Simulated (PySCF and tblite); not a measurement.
Results of a calculation; reference values are marked as such.
2 diastereomers of C₁₅H₂₄, numbered alike:

| isomer | SMILES | descriptors (one enantiomer) |
| --- | --- | --- |
| A | [CH3:1][CH2:2][C@H:3]([CH3:4])[CH2:5][CH2:6][CH2:7][C@H:8]([CH3:9])[c:10]1[cH:11][cH:12][cH:13][cH:14][cH:15]1 | 3S, 8S |
| B | [CH3:1][CH2:2][C@@H:3]([CH3:4])[CH2:5][CH2:6][CH2:7][C@H:8]([CH3:9])[c:10]1[cH:11][cH:12][cH:13][cH:14][cH:15]1 | 3R, 8S |

Each isomer is a Boltzmann average at 298.15 K over at most 4 conformers: GFN2-xTB geometries, energies PBE0/6-31G* (D3(BJ) added where defined), GIAO shieldings PBE0/6-31G*, GFN2-xTB thermal terms. Programs: PySCF with density fitting and tblite.

(1) What shifts does each isomer give (ppm; of two unlike H on one atom, a is the less shielded)?

The conformer set may be incomplete (the search or the number kept was capped). Shifts are unscaled: against experiment ¹³C can be off by 15 ppm or more and ¹H by 0.8 ppm. At least one structure keeps an imaginary mode at the tight-binding level.

Results:

(1) 
A: ¹H (against TMS): 7.44 (H12/H14, 2H), 7.35 (H11/H15, 2H), 7.33 (H13, 1H), 2.80 (H8, 1H), 1.83 (H7a, 1H), 1.81 (H7b, 1H), 1.50 (H2a, 1H), 1.38 (H6a, 1H), 1.35 (H5a, 1H), 1.34 (H5b, 1H), 1.33 (H9, 3H), 1.28 (H3, 1H), 1.19 (H2b, 1H), 1.13 (H6b, 1H), 0.96 (H1, 3H), 0.79 (H4, 3H). ¹³C (against TMS): 139.2 (C10), 122.6 (C12/C14), 121.2 (C11/C15), 120.1 (C13), 42.0 (C8), 40.1 (C7), 39.1 (C5), 37.5 (C3), 32.5 (C2), 28.8 (C6), 25.5 (C9), 19.7 (C4), 14.5 (C1).

B: ¹H (against TMS): 7.44 (H12/H14, 2H), 7.35 (H11/H15, 2H), 7.34 (H13, 1H), 2.90 (H8, 1H), 1.83 (H7a, 1H), 1.83 (H5a, 1H), 1.80 (H7b, 1H), 1.50 (H2a, 1H), 1.43 (H6a, 1H), 1.34 (H9, 3H), 1.32 (H2b, 1H), 1.23 (H3, 1H), 1.07 (H6b, 1H), 1.02 (H1, 3H), 0.94 (H5b, 1H), 0.87 (H4, 3H). ¹³C (against TMS): 139.2 (C10), 122.6 (C12/C14), 121.2 (C11/C15), 120.1 (C13), 41.2 (C8), 39.9 (C7), 37.1 (C3), 36.8 (C5), 32.1 (C2), 28.1 (C6), 25.2 (C9), 21.3 (C4), 14.6 (C1).
